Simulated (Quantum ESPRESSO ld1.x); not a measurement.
Problem. Coherent X-ray form factor from a spherical all-electron density. Calculated with ld1.x of Quantum ESPRESSO 7.5: scalar-relativistic Kohn-Sham, BLYP, spin-unpolarised, spherical densities, point nucleus.

| sin(theta)/lambda (1/angstrom) | f0 (electrons) |
|---|---|
| 0.05 | 47.640 |
| 0.1 | 46.599 |
| 0.15 | 44.987 |
| 0.2 | 42.958 |
| 0.25 | 40.674 |
| 0.3 | 38.282 |
| 0.4 | 33.601 |
| 0.5 | 29.444 |
| 0.6 | 25.978 |
| 0.8 | 21.002 |
| 1 | 17.890 |
| 1.25 | 15.167 |
| 1.5 | 12.811 |
| 2 | 8.852 |

The species is in the configuration that NIST lists as its ground one. Which atom or ion scatters so?

Solution. The caesium ion Cs7+, [Kr] 4d10 5s2. Extrapolating in s^2 from the first two rows gives f0(0) = 48.0, near the electron count 48; among species with that count, the fall with angle is slower the higher Z, and the table is that of Z = 55; from so few rows the species is fixed only to a neighbour or two.
